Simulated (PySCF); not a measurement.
How methods differ on the excitation energy of Zn²⁺

Zn²⁺ [Ar] 3d10 (1S) → Zn²⁺ [Ar] 3d9 4s1 (3D), as a difference of total energies. Calculation: PySCF 2.14, in aug-cc-pwCVDZ-PP with ECP10MDF; a scalar-relativistic core potential. Correlated levels: valence: 3s2 3p6 frozen; valence and next inner shell: nothing frozen outside the core potential. The calculations carry no spin-orbit coupling.

| method | excitation energy (cm⁻¹) |
| --- | --- |
| UHF | 65369 |
| LDA | 78798 |
| PBE | 75682 |
| PBE0 | 75061 |
| r2SCAN | 72272 |
| PW91 | 75553 |
| B97-3 | 76225 |
| M06 | 80794 |
| wB97M-V | 75853 |
| MP2 (valence) | 83192 |
| SCS-MP2 (valence) | 81638 |
| MP2 (valence and next inner shell) | 85111 |
| SCS-MP2 (valence and next inner shell) | 83164 |
